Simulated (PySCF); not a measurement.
Exercise with solution: refractive index and permittivity of the vapour

Be(OMe)(SiH3) (CH6BeOSi), SMILES C[O][Be][SiH3].

Geometry: ωB97X-D3(BJ)/def2-SVP. Other conformers were not sampled.

M06-2X/def2-TZVPD in PySCF gives a mean static polarisability of 65.8 bohr³ and a dipole moment of 2.11 D. Take an ideal gas at 298.15 K and 0.01 bar, whether or not the substance is that volatile.

**Question.** Work out n − 1 in the optical limit and the static ε − 1.

**Answer.** 
Polarisability volume α' = 65.8 × 0.148185 = 9.75 Å³. Number density N = p/kT = 2.43e-7 Å⁻³.
Dilute limit of Lorentz–Lorenz: n − 1 = 2π N α' = 1.5e-5.
Orientation term of Debye: μ²/(3kT) = 8.098 Å³ × μ²(D²) = 36.05 Å³.
ε − 1 = 4π N (α' + μ²/3kT) = 0.00014. Orientation of the dipole supplies 79 % of the static response; it can't follow optical fields. Vibrational polarisation and dispersion are left out.
